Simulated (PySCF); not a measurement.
Simulation results for CH6BOSi, BClH3OSi, B2ClFH3, Al2BClH3

Computed with PySCF 2.14.0. Calculation on a computer-drawn molecule: optimised geometry and harmonic frequencies of an isolated molecule of the commonest isotopes, restricted reference for singlets and unrestricted otherwise, frozen core in MP2.

Common to all runs: multiplicity 1.

(1) CH6BOSi

Start structure:
```xyz
10
CH6BOSi
B     -1.6038    -2.0497     0.8945
C     -1.3852    -0.6737     0.1987
O     -0.0696    -0.0927     0.5444
Si     1.3367     0.0151     1.2962
H     -0.7926    -2.5371     1.6010
H     -2.6323    -2.5912     0.6420
H     -2.1685     0.0457     0.5202
H     -1.4167    -0.7015    -0.8780
H      1.9121     1.2663     0.8601
H      1.8743    -0.9690     2.1204
```

- charge: 1
- method: HF
- basis: cc-pV(D+d)Z
- rotational constants: 17.81, 3.128, 2.789 GHz
- total energy: -429.5726 hartree
- convergence status largest gradient component: 6.474e-06 hartree/bohr

Drawn bonds:
```
atom  other atom  order
   1           2      1
   2           3      1
   3           4      1
   1           5      1
   1           6      1
   2           7      1
   2           8      1
   4           9      1
   4          10      1
```

Optimised structure:
```xyz
10
CH6BOSi
B     -1.5313    -2.1596     0.7302
C     -1.3913    -0.6478     0.3024
O     -0.0205    -0.1185     0.3716
Si     1.2422     0.1061     1.2273
H     -0.5915    -2.7705     1.1505
H     -2.6097    -2.6545     0.6314
H     -2.0134     0.0010     0.9208
H     -1.6911    -0.4951    -0.7329
H      2.3975     0.6734     0.5500
H      1.2635    -0.2224     2.6483
```

Modes:
```
frequency (cm⁻¹)  reduced mass (dalton)
           35.06                  1.812
           127.1                  2.515
           201.6                  1.526
             301                  1.064
           408.3                  2.579
             625                  1.278
           656.6                  2.628
           755.3                  1.401
           799.1                  1.172
           907.7                  1.928
            1007                  2.139
            1040                  1.105
            1120                  1.494
            1246                  3.026
            1317                  1.458
            1348                  1.142
            1453                  1.421
            1543                  1.097
            2440                  1.028
            2492                  1.061
            2712                  1.059
            2824                  1.127
            3236                  1.063
            3301                  1.103
```

(2) BClH3OSi

Start structure:
```xyz
7
BClH3OSi
O     -1.8578    -0.1413    -1.7627
Si    -1.2397    -0.4967    -0.3592
B      0.6405    -1.3406    -0.1901
Cl     1.4615    -1.6270    -1.6683
H     -1.4911    -0.2536    -2.6344
H     -2.1585    -0.1518     0.7214
H      1.0911    -1.5970     0.8749
```

- charge: 1
- method: MP2
- basis: cc-pV(D+d)Z
- rotational constants: 10.46, 2.257, 1.856 GHz
- total energy: -850.0028 hartree
- convergence status largest gradient component: 4.032e-05 hartree/bohr

Drawn bonds:
```
atom  other atom  order
   1           2      1
   2           3      1
   3           4      1
   1           5      1
   2           6      1
   3           7      1
```

Optimised structure:
```xyz
7
BClH3OSi
O     -1.8877    -0.1280    -1.7682
Si    -1.2379    -0.4980    -0.3476
B      0.6390    -1.3396    -0.1974
Cl     1.4385    -1.6148    -1.6830
H     -1.4330    -0.2811    -2.6165
H     -2.1768    -0.1430     0.7229
H      1.1040    -1.6035     0.8713
```

Modes:
```
frequency (cm⁻¹)  reduced mass (dalton)
           55.63                  2.275
           99.26                  7.488
           324.6                  6.695
           414.4                  1.332
           557.1                  4.057
             659                  1.095
           727.8                  1.225
           736.1                  1.457
           870.4                  1.197
           920.5                  2.046
            1024                  4.802
            1075                  2.238
            2382                  1.045
            2764                  1.096
            3788                  1.068
```

(3) B2ClFH3

Start structure:
```xyz
7
B2ClFH3
B      0.8298    -0.5331     0.3125
B     -0.8234    -0.8249     0.3322
F     -1.7185    -0.5236    -0.6052
Cl    -1.7772    -1.5346     1.7419
H      0.9424     0.6388     0.6946
H      1.2575    -0.6502    -0.8318
H      1.4690    -1.2088     1.0063
```

* charge: -1
* method: HF
* basis: aug-cc-pV(D+d)Z
* rotational constants: 8.016, 4.142, 2.793 GHz
* total energy: -610.1787 hartree
* convergence status largest gradient component: 1.41e-05 hartree/bohr

Drawn bonds:
```
atom  other atom  order
   1           2      1
   2           3      1
   2           4      1
   1           5      1
   1           6      1
   1           7      1
```

Optimised structure:
```xyz
7
B2ClFH3
B      0.8433    -0.5260     0.2972
B     -0.8344    -0.8293     0.3288
F     -1.7280    -0.5679    -0.6515
Cl    -1.7880    -1.5011     1.7923
H      0.9512     0.6463     0.7144
H      1.2594    -0.5760    -0.8701
H      1.4760    -1.2823     1.0393
```

Modes:
```
frequency (cm⁻¹)  reduced mass (dalton)
           58.32                  1.084
           246.9                  2.883
           334.7                  1.926
           383.5                  9.326
           500.9                  4.801
           753.1                  2.098
           795.1                  2.109
           886.6                  2.944
            1150                  1.549
            1208                  1.089
            1227                  1.162
            1263                  3.207
            2291                  1.086
            2344                  1.081
            2386                  1.071
```

(4) Al2BClH3

Start structure:
```xyz
7
Al2BClH3
B     -0.5331     0.6077     1.4112
Al    -1.5913     1.9232     0.0882
Al    -4.3437     1.7343     0.3366
Cl    -6.3814     1.6135     0.4987
H     -0.2708    -0.5051     1.0655
H     -0.2266     0.9792     2.5042
H     -1.4014     3.0064    -1.0204
```

- charge: 1
- method: MP2
- basis: cc-pV(D+d)Z
- total energy: withheld

Drawn bonds:
```
atom  other atom  order
   1           2      1
   2           3      1
   3           4      1
   1           5      1
   1           6      1
   2           7      1
```

## Withheld values
1. Give the missing total energy for Al2BClH3 (entry 4).
2. Give the table of modes values for Al2BClH3 (entry 4).

## Answers
1. -969.8719 hartree
2. 
Modes:
```
frequency (cm⁻¹)  reduced mass (dalton)
           56.94                  5.371
            86.5                   7.46
           124.4                  7.131
           149.8                  1.104
           212.6                  17.29
           332.5                  1.079
           515.9                  1.133
             573                  4.312
           591.7                  1.288
             628                  26.73
           863.9                  1.335
            1154                  1.113
            2036                  1.045
            2652                  1.049
            2761                  1.127
```

Further results for Al2BClH3 (entry 4):

* rotational constants: 12.17, 0.9844, 0.9179 GHz
* convergence status largest gradient component: 4.232e-05 hartree/bohr

Optimised structure:
```xyz
7
Al2BClH3
B     -0.5646     0.6143     1.4056
Al    -1.5743     1.9404     0.0699
Al    -4.2953     1.7321     0.3383
Cl    -6.3313     1.5786     0.5364
H     -0.3124    -0.5102     1.0621
H     -0.2785     0.9793     2.5150
H     -1.3920     3.0248    -1.0434
```
